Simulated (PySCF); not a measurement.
Ga(Cl)(Br)(OH) (BrClGaHO), SMILES [OH][Ga]([Cl])[Br].

Geometry: PBE0-D3(BJ)/def2-SVP. The structure was generated by enumeration; whether it is a known compound was not checked. The values are those of a single conformer.

The numbers are results of PBE/def2-TZVP (PySCF), not measurements.

Isolated molecule, no solvent.

- total energy = -5034.28584 hartree
- point group = Cs
- highest occupied level = -7.55 eV
- lowest empty level = -2.62 eV
- orbital gap = 4.93 eV
- dipole moment = 0.240 e·Å
- quadrupole, principal values (traceless, Buckingham form, about the centre of nuclear charge) = -8.54, 2.19, 6.35 D·Å
- mean static polarisability = 62.6 bohr³ (9.27 Å³)
- polarisability, principal values = 44.3, 62.7, 80.7 bohr³
